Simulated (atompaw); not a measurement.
**Ho: variants of one PAW (atompaw) potential**

Base potential:

* Element: Ho
* Generator: atompaw 4.2.0.5
* Type: PAW
* Functional: PBEsol
* Relativity: scalar-relativistic
* Frozen core: [Xe] 4f10
* Valence charge: 3
* Reference configuration: 5d1 6s1.75 6p0.25
* Partial waves: 6s (bound): rc 3.00 bohr; 6s channel at 0.65 Ry: rc 3.00 bohr; 6p (bound): rc 3.00 bohr; 6p channel at 2.75 Ry: rc 3.00 bohr; 5d (bound): rc 3.00 bohr; 5d channel at 1.25 Ry: rc 3.00 bohr
* Local potential: vpsmatchnc scheme with l = 3 at -0.5 Ry, radius 2.55 bohr
* Core correction: smooth core density matched at 2.55 bohr
* Augmentation charge: besselshape compensation charge, radius 2.45 bohr; PAW radius 3.00 bohr; waves and projectors: custom polynom2 7 10 vanderbiltortho

All-electron outer shells of the reference configuration (PBEsol, scalar-relativistic, ld1.x):

```tsv
shell	level (eV)	outermost node (bohr)	outermost maximum (bohr)
5p	-29.51	0.66	1.28
4f	-9.75	–	0.52
6s	-4.57	1.52	3.22
5d	-2.50	0.74	1.88
6p	-1.48	1.83	4.41
```

Cutoffs, loose and tight: the cutoffs (Ry, on a coarse ladder) from which the occupation-weighted sum of valence levels, in a spherical-Bessel basis at the reference potential, stays within 10 and 1 mRy of its value at 400 Ry. They see the waves, projectors and local potential, not the compensation charge or the core. A dash means not determined.

A true bound ghost makes a file unfit for plane-wave use even where its test errors are small: the radial tests pick states by their node count and pass the ghost by.

| change | outcome | cutoff, loose | cutoff, tight | bound ghosts |
| --- | --- | --- | --- | --- |
| base | generated | 10 Ry | 21 Ry | p, s, d, f |
| reference 5d1 6s2 6p0 | generated | 10 Ry | 21 Ry | s, p, d, f |
| wave 6s channel at 0.65 Ry: rc 3.00 bohr becomes 6s channel at 0.65 Ry: rc 2.82 bohr | failed: atompaw: The overlap operator has at least one negative eigenvalue! | – | – | – |
| local potential bessel scheme, radius 2.55 bohr | generated | 10 Ry | 21 Ry | none |
| augmentation besselshape compensation charge, radius 2.45 bohr; PAW radius 3.00 bohr; waves and projectors: custom polynom vanderbiltortho | failed: atompaw: The overlap operator has at least one negative eigenvalue! | – | – | – |
| functional LDA (PW92) | generated | 10 Ry | 21 Ry | p, s, d, f |
| wave 5d channel at 1.25 Ry: rc 3.00 bohr becomes 5d channel at 0.2 Ry: rc 3.00 bohr | generated | 10 Ry | 21 Ry | p, s, d, f |
| core [Kr] 4d10, valence charge 21; reference 4f10 5s2 5p6 5d1 6s2 6p0; waves now 5s (bound): rc 2.15 bohr; 6s (bound): rc 1.95 bohr; 5p (bound): rc 2.10 bohr; 6p (bound): rc 2.95 bohr; 5d (bound): rc 2.80 bohr; 5d channel at 4 Ry: rc 2.80 bohr; 4f (bound): rc 1.40 bohr; 4f channel at 0.6 Ry: rc 1.40 bohr; local potential vpsmatchnc scheme with l = 4 at -0.5 Ry, radius 2.80 bohr; core correction smooth core density matched at 1.85 bohr; augmentation besselshape compensation charge, radius 2.60 bohr; PAW radius 2.95 bohr; waves and projectors: custom polynom2 7 10 vanderbiltortho | generated | over 300 Ry | over 300 Ry | none |
| all radii scaled by about 0.89 (s 2.66, p 2.66, d 2.66 bohr); local potential vpsmatchnc scheme with l = 3 at -0.5 Ry, radius 2.26 bohr; augmentation besselshape compensation charge, radius 2.16 bohr; PAW radius 2.66 bohr; waves and projectors: custom polynom2 7 10 vanderbiltortho; core correction smooth core density matched at 2.26 bohr | generated | 15 Ry | 40 Ry | s, p, d |
| augmentation besselshape compensation charge, radius 2.54 bohr; PAW radius 3.00 bohr; waves and projectors: custom polynom2 7 10 vanderbiltortho | generated | 10 Ry | 21 Ry | p, s, d, f |
| wave 6p channel at 2.75 Ry: rc 3.00 bohr becomes 6p channel at 2.75 Ry: rc 2.76 bohr | generated | 10 Ry | 21 Ry | p, s, d, f |
| core correction smooth core density matched at 1.22 bohr | generated | 10 Ry | 21 Ry | p, s, d, f |
